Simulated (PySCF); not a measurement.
silylarsine (H₅AsSi), singlet, at a GFN2-xTB geometry. Base run: PBE0/3-21G (PySCF).

PySCF was given this input:
```python
from pyscf import gto, scf, dft

mol = gto.M(
    atom='''
Si   -1.49296222    0.17053097    0.31614310
As    0.75371282   -0.07592101   -0.21903957
H    -2.29367511   -0.77990177   -0.46688108
H    -1.93901103    1.52536083   -0.03432123
H    -1.81909019   -0.04494677    1.73089424
H     0.88634284   -1.32044560    0.60966261
H     1.19438155    0.73789324    0.96294779
''',
    basis='3-21g',
    verbose=5,
)

mf = dft.RKS(mol)
mf.xc = 'pbe0'
mf.kernel()
mo_i, mo_e, stable_i, stable_e = mf.stability(internal=True, external=True, return_status=True, nroots=6, tol=1e-6)
print('internally stable:', stable_i, ' externally stable:', stable_e)
if not stable_e:
    umf = mf.to_uhf() if not hasattr(mf, 'xc') else mf.to_uks()
    umf.scf_summary = {}
    umf.kernel(umf.make_rdm1(mo_e, umf.mo_occ))
```

The bond that is stretched is that between atoms 4 and 1. A test that says stable can miss a lower solution.

Each row names what was changed in the base input (with any setting that the change needs).

```csv
change,ΔE vs base (eV),<S^2>,E after following the instability (Eh),<S^2> there,HOMO-LUMO gap (eV),stability test says
base,0.00,0.000,-,-,7.96,stable
bond × 1.25,0.61,0.000,-,-,7.75,stable
bond × 1.5,1.76,0.000,-,-,6.42,stable
bond × 1.8,3.08,0.000,-2515.50813,0.00,4.62,external instability
bond × 2.2,4.39,0.000,-2515.46008,0.00,2.85,external instability
bond × 3.0,5.71,0.000,-2515.48164,1.00,1.27,external instability
```

Where a bond breaks into two radicals, a solution with restricted orbitals usually stops being the lowest and lies too high; an unrestricted one lies lower at the price of spin contamination, which <S^2> shows.
